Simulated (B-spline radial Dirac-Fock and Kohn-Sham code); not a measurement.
## Width and fluorescence yield of the M3 (3p3/2) hole, Rh to Gd

The computed values come from a B-spline atomic structure program: a relativistic independent-particle model: LDA orbitals of the hole state, radiative multipoles to third order, Auger rates from the Coulomb interaction with a continuum orbital, Dirac-Fock energies. Free neutral atoms. Recommended widths: Campbell and Papp (2001); yields: xraylib tables.

| Z | element | Γ (eV) | recommended Γ | ω | Coster-Kronig yield |
| --- | --- | --- | --- | --- | --- |
| 45 | Rh | 3.73 | 2.25 | 0.000272 | 0.925 |
| 46 | Pd | 3.86 | 2.35 | 0.000313 | 0.921 |
| 47 | Ag | 4.09 | 2.55 | 0.000354 | 0.918 |
| 48 | Cd | 4.34 | 2.80 | 0.000400 | 0.916 |
| 49 | In | 4.60 | 3.05 | 0.000447 | 0.914 |
| 50 | Sn | 4.86 | 3.30 | 0.000499 | 0.911 |
| 51 | Sb | 5.12 | 3.60 | 0.000556 | 0.909 |
| 52 | Te | 5.38 | 3.90 | 0.000618 | 0.906 |
| 53 | I | 5.64 | 4.30 | 0.000685 | 0.904 |
| 54 | Xe | 5.92 | 4.70 | 0.000754 | 0.902 |
| 55 | Cs | 5.89 | 5.00 | 0.000875 | 0.896 |
| 56 | Ba | ? | ? | ? | ? |
| 57 | La | 5.56 | 5.80 | 0.00123 | 0.877 |
| 58 | Ce | 5.96 | 6.20 | 0.00128 | 0.881 |
| 59 | Pr | 6.49 | 6.70 | 0.00127 | 0.888 |
| 60 | Nd | 6.90 | 7.30 | 0.00133 | 0.890 |
| 61 | Pm | 7.31 | 7.80 | 0.00138 | 0.892 |
| 62 | Sm | 7.74 | 8.10 | 0.00144 | 0.894 |
| 63 | Eu | 8.03 | 8.20 | 0.00152 | 0.893 |
| 64 | Gd | 8.37 | 8.30 | 0.00163 | 0.893 |

Task: What does the model give for Ba?

Result: Γ = 5.36 eV, ω = 0.00111, Coster-Kronig yield 0.879; the recommended width is 5.40 eV.
